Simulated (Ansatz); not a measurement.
Cost and result for the atomization energy of `N[SiH2][CH2][AlH2]` (12 atoms, 11 bonds).

```xyz
12

N    -1.181   -1.778   -0.940
Si   -0.162   -0.931    0.160
C     0.112    0.820   -0.398
Al    0.962    1.968    0.925
H    -0.934   -1.820   -1.917
H    -1.611   -2.642   -0.647
H     1.187   -1.548    0.368
H    -0.857   -0.986    1.478
H     0.738    0.793   -1.298
H    -0.865    1.240   -0.662
H     2.544    2.108    0.973
H     0.067    2.777    1.958
```

Total charge 0; spin multiplicity 1. Geometry: relaxed with PBE0-D4/def2-TZVP. It is one conformer, not always the lowest. Program: Ansatz. All runs use 4 threads of an Arm Neoverse V1 on a shared host. Times are those of one run each, without the atoms' runs, and a repeat can differ threefold. Electronic energies, without spin–orbit coupling; frozen cores. CCSD(T)/CBS adds CCSD(T) − MP2 in def2-TZVPP to the MP2 limit, and its time is that of the two runs behind it. T1 = 0.010. B3LYP takes the VWN-RPA correlation (the form of Gaussian; ORCA's B3LYP/G).

CCSD(T)/CBS is a level of theory with its own doubt, some kJ/mol a heavy atom from the limit and from the frozen cores, so smaller differences don't rank the functionals.

```
                            level  functions  wall time
           LDA (SPW92)/def2-TZVPP        258      1.4 s
               BLYP-D4/def2-TZVPP        258      2.3 s
  PBE-D4/def2-TZVPP (with forces)        258      2.6 s
              BHLYP-D4/def2-TZVPP        258      2.9 s
               PBE0-D4/def2-TZVPP        258        3 s
                 CCSD(T)/def2-SVP        104        3 s
B3LYP-D4/def2-TZVPP (with forces)        258      4.6 s
                B2PLYP/def2-TZVPP        258      5.5 s
              PBE-QIDH/def2-TZVPP        258      5.5 s
 ωB97M-V/def2-TZVPP (with forces)        258       12 s
                   MP2/def2-QZVPP        494       20 s
               CCSD(T)/def2-TZVPP        258       98 s
                CCSD(T)/CBS(def2)          –      120 s
```

Problem. What atomization energy does each give, and how far from CCSD(T)/CBS? (Best estimate.)

Solution. Computed: 
```tsv
level	atomization (kcal/mol)	difference from CCSD(T)/CBS	per bond
LDA (SPW92)/def2-TZVPP	1032.0	103.3	9.4
BLYP-D4/def2-TZVPP	920.1	-8.6	-0.8
PBE-D4/def2-TZVPP (with forces)	926.3	-2.4	-0.2
BHLYP-D4/def2-TZVPP	911.8	-16.9	-1.5
PBE0-D4/def2-TZVPP	919.2	-9.5	-0.9
CCSD(T)/def2-SVP	866.5	-62.2	-5.7
B3LYP-D4/def2-TZVPP (with forces)	927.8	-0.9	-0.1
B2PLYP/def2-TZVPP	915.8	-12.9	-1.2
PBE-QIDH/def2-TZVPP	915.9	-12.8	-1.2
ωB97M-V/def2-TZVPP (with forces)	930.6	1.9	0.2
MP2/def2-QZVPP	920.3	-8.4	-0.8
CCSD(T)/def2-TZVPP	903.5	-25.2	-2.3
CCSD(T)/CBS(def2)	928.7	0.0	0.0
```

Leaving LDA and LC-ωPBE aside and taking each functional with its dispersion term where it has one, the values, not all of them listed here, spread over 24.9 kcal/mol, from revPBE-D4 to B97M-V. LDA lies +111.2 kcal/mol from PBE without D4, its usual overbinding. From BLYP to BHLYP (50 % exact exchange), in def2-TZVPP and without D4, the atomization energy moves by −3.5 kcal/mol: exact exchange takes away binding that semilocal exchange gives to molecules. The D4 term adds +8.9 kcal/mol with B3LYP and +4.7 kcal/mol with PBE0; it sums over pairs of atoms, weighted by their polarisabilities, and B3LYP, whose exchange is more repulsive, gets the larger term.
